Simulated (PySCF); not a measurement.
N-methylmethanimine (C2H5N), SMILES C=NC.

The structure is a stationary point at PBE0-D3(BJ)/def2-TZVP.

The numbers are results of TDA-PBE/def2-SVPD run with PySCF 2.14.0, not measurements.

Vertical excitations. Gas-phase values at a fixed geometry. State labels are in the subgroup Cs.

```tsv
state	symmetry	energy (eV)	λ (nm)	f	main pairs
S1	A"	4.83	256	0.002	HOMO→LUMO 99 %
S2	A'	6.29	197	0.035	HOMO→LUMO+1 98 %
S3	A'	6.93	179	0.005	HOMO→LUMO+2 98 %
S4	A"	7.83	158	0.001	HOMO−2→LUMO 95 %
S5	A'	7.84	158	0.159	HOMO−1→LUMO 53 %, HOMO→LUMO+3 29 %, HOMO−3→LUMO 8 %
S6	A"	7.90	157	0.000	HOMO−1→LUMO+1 96 %
S7	A'	8.03	154	0.208	HOMO→LUMO+3 59 %, HOMO→LUMO+4 24 %, HOMO−1→LUMO 10 %
S8	A'	8.36	148	0.141	HOMO→LUMO+4 71 %
S9	A"	8.50	146	0.001	HOMO→LUMO+5 99 %
S10	A"	8.65	143	0.034	HOMO−1→LUMO+2 99 %
T1	A"	3.94	315	0	HOMO→LUMO 100 %
T2	A'	5.01	247	0	HOMO−1→LUMO 98 %
T3	A'	6.05	205	0	HOMO→LUMO+1 99 %
T4	A'	6.81	182	0	HOMO→LUMO+2 99 %
```
Triplets are in the Tamm–Dancoff approximation.
